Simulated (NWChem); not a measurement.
**Atomisation of N-methylmethanimine (C2H5N)**

```xyz
8

C     -1.1018     0.3452     0.0000
N      0.0354    -0.5448     0.0000
C      1.1976    -0.0473     0.0000
H     -1.7294     0.1339    -0.8824
H     -1.7294     0.1339     0.8824
H     -0.8381     1.4237     0.0000
H      1.3987     1.0455     0.0000
H      2.0757    -0.7107     0.0000
```
Charge 0, spin multiplicity 1.

Everything below was run with NWChem. The geometry was optimised at B3LYP/def2-SVP, a minimum by its harmonic frequencies.

Basis set: def2-TZVP. The atomisation energy is electronic alone: no zero-point, thermal, spin-orbit or counterpoise terms. No value is extrapolated to the basis-set limit. Free atoms are single determinants with multiplicities C 3, N 4, H 2. Correlated methods freeze the same cores in atoms and molecule, 3 orbitals in all.

```csv
method,atomisation energy (kcal/mol),relative cost
HF,518.2,1
LDA (SVWN5),835.5,under 3
B3LYP,730.1,under 3
PBE0,730.9,under 3
PBE,747.6,under 3
M06-2X,728.0,under 3
MP2,708.2,under 3
TPSS,736.7,under 3
CAM-B3LYP,732.5,10
```

The values span 317.2 kcal/mol, from HF (lowest) to LDA (SVWN5) (highest). The cost column gives rough processor time relative to HF; each entry includes its own SCF. Costs are the molecule's.

B3LYP has NWChem's definition, with VWN1-RPA local correlation. GW and range-separated runs recompute their integrals, the others keep them in memory, which bears on the times. No SCF solution was tested for a lower state. Open-shell Hartree-Fock references start from PBE0 orbitals; any time given for them includes that run.
